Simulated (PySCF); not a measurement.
# Dipole moment and polarisability across levels of theory

Species: C2H4BCl3.
Atom-mapped SMILES: `[Cl:1][CH2:2][CH2:3][B:4]([Cl:5])[Cl:6]` (hydrogens: H7, H8 on C2; H9, H10 on C3)

Structure used (PBE0-D3(BJ)/def2-SVP), in Å, numbered top down from 1:
```xyz
10
C2H4BCl3 angstrom
Cl    -2.7216   -0.0440    0.4321
C     -1.0048   -0.5499    0.4610
C     -0.1060    0.4982   -0.1562
B      1.4246    0.1773   -0.1730
Cl     2.5594    1.3549   -0.7996
Cl     2.0621   -1.3462    0.4179
H     -0.7454   -0.7389    1.5114
H     -0.9436   -1.5054   -0.0769
H     -0.4109    0.6996   -1.1997
H     -0.2380    1.4685    0.3558
```

PySCF, dipoles from the SCF density, polarisabilities from static response with core orbitals frozen. Geometry: PBE0-D3(BJ)/def2-SVP, one conformer, isolated molecule.

Question: How do dipole and polarisability depend on functional and basis here?

Answer: 

```json
{"level": "HF/def2-SVPD", "μ (D)": "0.827", "α (Å³)": "10.99", "anisotropy (Å³)": "4.02"}
{"level": "PBE0/6-31+G*", "μ (D)": "0.781", "α (Å³)": "10.34", "anisotropy (Å³)": "4.84"}
{"level": "PBE0/aug-cc-pVDZ", "μ (D)": "0.792", "α (Å³)": "11.85", "anisotropy (Å³)": "4.99"}
{"level": "PBE0/def2-TZVP", "μ (D)": "0.774", "α (Å³)": "10.82", "anisotropy (Å³)": "4.87"}
{"level": "PBE0/def2-TZVPD", "μ (D)": "0.805", "α (Å³)": "12.06", "anisotropy (Å³)": "4.95"}
```

The anisotropy is √(½[(α1 − α2)² + (α2 − α3)² + (α3 − α1)²]). The dipole runs from 0.77 D (PBE0/def2-TZVP) to 0.83 D (HF/def2-SVPD). No reference polarisability is at hand; against PBE0 in the largest diffuse basis at hand (def2-TZVPD) the other PBE0 rows deviate by 6-31+G* -14%, aug-cc-pVDZ -2%, def2-TZVP -10%. With PBE0 the polarisability is 10.82 Å³ without diffuse functions (def2-TZVP) and 11.42 Å³ with them (mean of 6-31+G*, aug-cc-pVDZ and def2-TZVPD).
